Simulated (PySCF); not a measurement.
Vertical excitations of a molecule C2H6BClO from TDDFT-ωB97X/def2-SVPD run with PySCF, as energy in eV (oscillator strength): 7.61 (0.002), 8.11 (0.001), 8.56 (0.091), 8.71 (0.069), 8.93 (0.018), 9.05 (0.051), 9.16 (0.042), 9.60 (0.027), 9.64 (0.023), 9.70 (0.006). Lowest triplet (TDA): 7.12 eV. Geometry optimised at PBE0-D3(BJ)/def2-SVP. The values are those of a single conformer.

Problem. Identify the compound among the candidates.
A) CCB(O)Cl
B) CCOBCl
C) COB(C)Cl

Solution. A, CCB(O)Cl
